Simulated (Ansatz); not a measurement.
Species: AgH, charge 0, multiplicity 1. SMILES: [AgH]
Coordinates optimised at B3LYP-D3(BJ)/def2-TZVP (Ansatz, a program for electronic structure):
```
Ag
H 1 1.6191
```

Wanted: atomisation energy, in kcal/mol. Conventions: frozen cores in correlated levels (noble-gas shells and the d and f shells of earlier blocks); UHF or UKS for open shells; atomisation electronic, to ground-state atoms; 6-31G* and kin with 6d, 5d where marked; no spin-orbit coupling; def2 sets with scalar-relativistic core potentials past Kr; LANL2DZ with its own core potentials from Na on. First-principles rows: single points at B3LYP-D3(BJ) geometries (Ansatz). The spin state of an ion or metal species was assumed, not searched.

| level | program | atomisation energy (kcal/mol) |
|---|---|---|
| HF/LANL2DZ | Ansatz | 22.8 |
| HF/6-31G* with LANL2DZ past Ar | Ansatz | 22.2 |
| PBE/6-31G* with LANL2DZ past Ar | Ansatz | 53.4 |
| BLYP/6-31G* with LANL2DZ past Ar | Ansatz | 54.4 |
| B3LYP/LANL2DZ | Ansatz | 53.0 |
| B3LYP/6-31G* with LANL2DZ past Ar | Ansatz | 52.1 |
| PBE0/6-31G* with LANL2DZ past Ar | Ansatz | 49.2 |
| B3LYP/def2-TZVPD | Ansatz | 54.6 |
| PBE0/def2-TZVPD | Ansatz | 52.1 |
| B2PLYP-D3(BJ)/def2-TZVPD | Ansatz + dftd3 | 52.9 |

No value to compare with is used here. The 7 habitual levels span 22.2 (HF/6-31G* with LANL2DZ past Ar) to 54.4 kcal/mol (BLYP/6-31G* with LANL2DZ past Ar); PBE0/def2-TZVPD gives 52.1.

The levels are drawn from those run, B3LYP/6-31G* more often than the rest, none by its result; left out are runs that failed, that the program found above a lower state of the same kind, or whose <S^2> lies over 0.5 above the pure value.
